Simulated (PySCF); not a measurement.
C₇H₄FNO.
Numbering: `[CH3:1][C:2]#[C:3]/[C:4]([F:5])=[C:6](\[C:7]#[N:8])[CH:9]=[O:10]` (hydrogens: H11, H12, H13 on C1; H14 on C9)

Computed geometry: GFN2-xTB, gas phase.

Q: List the bond lengths, angles and torsions at this level.

A: 
| bond | length (bohr) |
| --- | --- |
| C1–C2 | 2.708 |
| C2≡C3 | 2.282 |
| C3–C4 | 2.645 |
| C4–F5 | 2.531 |
| C4=C6 | 2.570 |
| C6–C7 | 2.672 |
| C7≡N8 | 2.165 |
| C6–C9 | 2.782 |
| C9=O10 | 2.269 |
| C1–H11, C1–H12, C1–H13 | 2.059 |
| C9–H14 | 2.090 |

Bonds in one row agree within 0.02 bohr and their mean is given. A selection of angles:
| angle | degrees |
| --- | --- |
| C1–C2–C3 | 178.5 |
| C2–C3–C4 | 179.1 |
| C3–C4–F5 | 115.8 |
| C3–C4–C6 | 124.1 |
| F5–C4–C6 | 120.1 |
| C4–C6–C7 | 118.3 |
| C4–C6–C9 | 122.2 |
| C7–C6–C9 | 119.5 |
| C6–C7–N8 | 179.8 |
| C6–C9–O10 | 125.3 |

Dihedral angles: C3–C4–C6–C7 0° (synperiplanar); C4–C6–C9–O10 180° (antiperiplanar).

Of the pairs four or more bonds apart, F5···H14 is among the closest relative to their van der Waals radii: 2.40 Å, 90 % of the sum of Bondi's values. The C–C distances run from 1.207 Å (C2≡C3, drawn triple) to 1.472 Å (C6–C9, drawn single), a spread of 0.265 Å. The 10 heavy atoms lie in one plane (0.001 Å rms).

Point group: Cs (every atom within 0.08 Å of its image). Whether it is a minimum is left open (no frequencies). One conformer, not necessarily the lowest.
